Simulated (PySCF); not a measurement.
## Correlation energy of Ne³⁺ (neon, charge +3)

[He] 2s2 2p3, high-spin 4S determinant. Calculation: PySCF 2.14, in aug-cc-pVTZ-DK; scalar relativity by spin-free X2C-1e. Frozen: 1s2; 5 electrons correlated.

```json
{"level": "CCSD", "correlation energy (mhartree)": "-114.40"}
{"level": "(T)", "correlation energy (mhartree)": "-0.91"}
{"level": "CCSD(T)", "correlation energy (mhartree)": "-115.31"}
```

Diagnostics: T1 = 0.0020, D1 = 0.0045, largest double amplitude 0.025.

Question: Is a single reference adequate?

Answer: Yes: T1 lies below 0.03 and no double amplitude reaches 0.07.
